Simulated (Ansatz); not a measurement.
CH8AlNSi can be A, `CN[SiH2][AlH2]`, or B, `NC[SiH2][AlH2]`.

Isolated molecules relaxed with PBE0-D4/def2-TZVP in Ansatz; ΔE leaves out vibrations. CBS: MP2 limit from def2 TZ/QZ plus the TZ coupled-cluster correction, frozen cores. DFT in def2-TZVPP. B3LYP here is the variant with VWN-RPA as its local correlation; programs differ in this. One conformer a species, not always the lowest.

Problem. Which isomer does CCSD(T)/CBS put lower? Give the gap. (An estimate is asked.)

Solution. Ansatz gave: A, by 48.0 kJ/mol.

Problem. Give E(B) − E(A) in kJ/mol with CCSD/def2-TZVPP, PBE-D4, B2PLYP, CCSD(T)/def2-TZVPP, PBE0-D4, B3LYP, B3LYP-D4. (An estimate is asked.)

Solution. Ansatz gave: CCSD/def2-TZVPP 48.7, PBE-D4 42.6, B2PLYP 50.3, CCSD(T)/def2-TZVPP 47.5, PBE0-D4 44.7, B3LYP 49.8, B3LYP-D4 50.9. None reverses the order clearly.

Largest T1 diagnostic: 0.011.

In def2-TZVPP, CCSD(T) changes the Hartree–Fock value by −9.7 kJ/mol (the triples alone add −1.2 kJ/mol) and MP2 by −7.6 kJ/mol.
